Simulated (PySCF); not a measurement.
SrI: one state, many levels of theory

State: ²Σ⁺ (doublet), unpaired electrons σ ↑. Set-up: PySCF, scalar-relativistic core potentials, basis sets Sr def2-TZVPP with ECP28, I def2-TZVPP with ECP28. De refers to Sr + I in their high-spin ground configurations, without counterpoise correction. The functionals are run spin-unrestricted. A positive dipole means Sr(−)I(+).

| Level | Re (Å) | ωe (cm⁻¹) | De (eV) | μ (D) | CPU s a point (SCF and correlation, without the integrals) |
| --- | --- | --- | --- | --- | --- |
| UHF | 3.070 | 162 | 2.81 | -5.45 | 1 |
| UHF-MP2 | 3.007 | 168 | 3.14 | n/a | 2.1 |
| UHF-SCS-MP2 | 3.022 | 166 | 2.98 | n/a | n/a |
| PBE | 2.978 | 168 | 3.21 | -5.04 | 1.5 |
| PW91 | 2.975 | 169 | 3.25 | -5.06 | 0.91 |
| BP86 | 2.982 | 167 | 3.17 | -5.27 | 1.5 |
| r²SCAN | 2.981 | 171 | 3.49 | -5.31 | 2.1 |
| PBE0 | 2.976 | 171 | 3.24 | -5.15 | 2.7 |
| B97-3 | 3.004 | 165 | 2.93 | -5.06 | 1.8 |
| ωB97M-V | 2.993 | 169 | 2.98 | -5.54 | 7.6 |
| B2PLYP | 3.005 | 167 | 3.02 | -5.56 | 2.5 |

The bond length runs from 2.975 Å (PW91) to 3.070 Å (UHF). De spans 2.81 eV (UHF, mean field) to 3.49 eV (r²SCAN, meta-GGA).

Correlated steps freeze 4 core orbitals. These are scalar-relativistic numbers at best; spin–orbit coupling would shift them, the dissociation energy most. B2PLYP dipoles, levels and charges come from its SCF part alone. The state was picked by a PBE0 search and need not be the measured ground state.

The whole job (state search and all levels along the bond) took about 6.1 min on 1 thread of Arm Neoverse V2 (shared host), peak memory 2.7 GiB.
